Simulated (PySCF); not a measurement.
## MN15 on Ne⁺ (neon, charge +1)

Configuration: [He] 2s2 2p5, 2P determinant. Computed with PySCF 2.14 in cc-pVDZ (3s2p1d, 14 functions), with no relativity, point nucleus.

```
Total energy                                                  : -128.0429 hartree
One-electron energy                                           : -174.9136 hartree
Hartree (Coulomb) energy                                      : 58.7610 hartree
Exchange-correlation energy                                   : -11.8903 hartree
Kinetic energy                                                : 127.33020 hartree
⟨S²⟩                                                          : 0.7502
⟨L²⟩                                                          : 2.002
Sum of ⟨r⟩                                                    : 6.465 bohr
Sum of ⟨r²⟩                                                   : 6.919 bohr²
Traceless quadrupole moment −½Σ⟨3z² − r²⟩ along its main axis : 0.407 e·bohr²
Density at the nucleus (Gaussians lack the cusp)              : 594 bohr⁻³
Spin density at the nucleus                                   : 0.0223 bohr⁻³
Langevin diamagnetic susceptibility                           : -5.48 ×10⁻⁶ cm³/mol
Time after the integrals                                      : 0.1 s of wall time on 1 thread of Intel(R) Xeon(R) 6975P-C (shared host)
```

```json
{"shell": "1s α", "electrons": "1", "mean orbital energy (eV)": "-853.27", "spread (eV)": "0", "rms radius, mean of both spins (bohr)": "0.184"}
{"shell": "1s β", "electrons": "1", "mean orbital energy (eV)": "-852.63", "spread (eV)": "0", "rms radius, mean of both spins (bohr)": "0.184"}
{"shell": "2s α", "electrons": "1", "mean orbital energy (eV)": "-60.203", "spread (eV)": "0", "rms radius, mean of both spins (bohr)": "0.967"}
{"shell": "2s β", "electrons": "1", "mean orbital energy (eV)": "-58.002", "spread (eV)": "0", "rms radius, mean of both spins (bohr)": "0.967"}
{"shell": "2p α", "electrons": "3", "mean orbital energy (eV)": "-37.241", "spread (eV)": "2.352", "rms radius, mean of both spins (bohr)": "0.998"}
{"shell": "2p β", "electrons": "2", "mean orbital energy (eV)": "-35.260", "spread (eV)": "0", "rms radius, mean of both spins (bohr)": "0.998"}
```
